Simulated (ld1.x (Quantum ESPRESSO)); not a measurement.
# Which change was made? (Fe, TM)

```json
{
  "Element": "Fe",
  "Generator": "ld1.x (Quantum ESPRESSO) 7.5",
  "Type": "norm-conserving Troullier–Martins (Kleinman–Bylander form)",
  "Functional": "PBE",
  "Relativity": "scalar-relativistic",
  "Frozen core": "[Ne] 3s2",
  "Valence charge": "14",
  "Reference configuration": "3p6 3d6 4s1.75 4p0.25",
  "Partial waves": "4s (bound): rc 2.00 bohr; 3p (bound): rc 1.20 bohr; 3d (bound): rc 1.75 bohr",
  "Local potential": "the d channel",
  "Core correction": "none"
}
```

Occupied shells without a wave of their own: 4p. They enter only through the test configuration that unscreens the potential.

Cutoffs, loose and tight: the cutoffs (Ry, on a coarse ladder) from which the occupation-weighted sum of valence levels, in a spherical-Bessel basis at the reference potential, stays within 10 and 1 mRy of its value at 400 Ry. They do not see the model core or the augmentation charge, which bear on the density cutoff. Test errors are all-electron minus pseudo excitation energies from the reference, over the configurations 3p6 3d6 4s2 4p0; 3p6 3d6 4s1 4p0; 3p6 3d6 4s0 4p0; 3p6 3d5 4s2 4p1; 3p6 3d4 4s0 4p0; 3p6 3d7 4s0 4p0; 3p6 3d6 4s1.5 4p0; variants that change the core or the reference have their own tests. The largest error is taken over the tests solved by every variant that gives reliable tests at all, those not shown here included: 3p6 3d4 4s0 4p0; 3p6 3d5 4s2 4p1; 3p6 3d6 4s0 4p0; 3p6 3d6 4s2 4p0; 3p6 3d7 4s0 4p0.

The base gives: outcome: generated, misses its reference levels by 0.20 eV; cutoff, loose: 90 Ry; cutoff, tight: 140 Ry; bound ghosts: s; largest test error (meV): +593.

Q: After one change the result is: outcome: generated, misses its reference levels by 0.20 eV; cutoff, loose: 140 Ry; cutoff, tight: 260 Ry; bound ghosts: s; largest test error (meV): +596. Which change was it?
A. functional LDA (PZ)
B. wave 3p (bound): rc 1.20 bohr becomes 3p (bound): rc 0.76 bohr
C. reference 3p6 3d6 4s2 4p0
D. all radii scaled by about 1.21 (s 2.42, p 1.46, d 2.12 bohr)

A: B. The others give: reference 3p6 3d6 4s2 4p0 → outcome: generated; cutoff, loose: 90 Ry; cutoff, tight: 140 Ry; bound ghosts: s; largest test error (meV): -431 | all radii scaled by about 1.21 (s 2.42, p 1.46, d 2.12 bohr) → outcome: generated, misses its reference levels by 0.38 eV; cutoff, loose: 70 Ry; cutoff, tight: 120 Ry; bound ghosts: s; largest test error (meV): +1188 | functional LDA (PZ) → outcome: generated, misses its reference levels by 0.22 eV; cutoff, loose: 90 Ry; cutoff, tight: 140 Ry; bound ghosts: s; largest test error (meV): +587.
